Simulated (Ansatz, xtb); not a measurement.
## Relative energy of two structures of F2H3OSiSn+

Structure a is a singlet given by its coordinates and structure b is a singlet given by its coordinates. Both are isolated ions in the gas phase, relaxed with BLYP-D3(BJ)/def2-SVP.

a (Å):

```xyz
8

F    -1.3613    0.7389    1.4771
F     0.1788   -1.2880    2.2274
O    -0.7803   -1.0190   -0.2652
Si   -1.1471   -0.8600    1.4314
Sn   -0.3793    0.7375   -1.7379
H    -2.3313   -1.6512    1.7936
H    -0.6329   -1.9204   -0.6288
H    -0.0459   -0.6052   -2.8961
```

Close contacts (Å): F1–Si4 1.61, F2–Si4 1.60, O3–Si4 1.74, O3–Sn5 2.33, O3–H7 0.98, Si4–H6 1.47, Sn5–H8 1.80.

b (Å):

```xyz
8

F    -1.2367   -1.4150    0.1021
F     1.6446   -0.6350   -0.4026
O    -0.3717   -2.0268   -2.1156
Si   -1.6588   -1.0649   -1.4886
Sn    1.0390   -2.4774   -0.1358
H    -2.9788   -1.6757   -1.7585
H    -0.0346   -1.9103   -3.0292
H    -1.4698    0.3764   -1.7647
```

Close contacts (Å): F1–Si4 1.68, F1–Sn5 2.52, F2–Sn5 1.96, O3–Si4 1.72, O3–Sn5 2.47, O3–H7 0.98, Si4–H6 1.48, Si4–H8 1.48.

Question: Which of the two would you expect CCSD(T)/def2-SVP + ΔMP2/def2-TZVPP electronic energies to favour?

Answer: Structure a; the calculation gives E(b) − E(a) = +0.325 eV.

Level by level:

```
                             level              geometry  E(b) − E(a) (eV)  departure from the last row (eV)  job, with rough time for the two
              BLYP-D3(BJ)/def2-SVP  BLYP-D3(BJ)/def2-SVP              −0.057                            −0.382                optimisation, 83 s
                       HF/def2-SVP  BLYP-D3(BJ)/def2-SVP              +0.270                            −0.054           part of the CCSD(T) run
                      MP2/def2-SVP  BLYP-D3(BJ)/def2-SVP              +0.106                            −0.219           part of the CCSD(T) run
                  CCSD(T)/def2-SVP  BLYP-D3(BJ)/def2-SVP              +0.150                            −0.175                      single point
CCSD(T)/def2-SVP + ΔMP2/def2-TZVPP  BLYP-D3(BJ)/def2-SVP              +0.325                                                  single point, 40 s
```

BLYP-D3(BJ)/def2-SVP puts the two in the other order. The largest departure from CCSD(T)/def2-SVP + ΔMP2/def2-TZVPP is that of BLYP-D3(BJ)/def2-SVP, 0.382 eV. Levels run at GFN2-xTB geometries aren't shown. The last row adds to CCSD(T) the change of the MP2 difference between the two basis sets, here +0.175 eV, a large step that makes the value less sure.

With harmonic frequencies from BLYP-D3(BJ)/def2-SVP (ideal gas, rigid rotor, one conformer each, 298.15 K, 1 atm): on the last row, ΔE + ΔZPE = +0.352 eV. A mode under 50 cm⁻¹ makes harmonic enthalpies and free energies unreliable, so none is given.

The correlated steps freeze 12 core orbitals; the filled d shell of Sn is correlated, in a basis made for valence electrons. Atoms past krypton carry core potentials in the def2 sets and no spin–orbit term is included. Programs: Ansatz 0.2.0; the last row on 2 threads of Arm Neoverse V1 on a shared host.
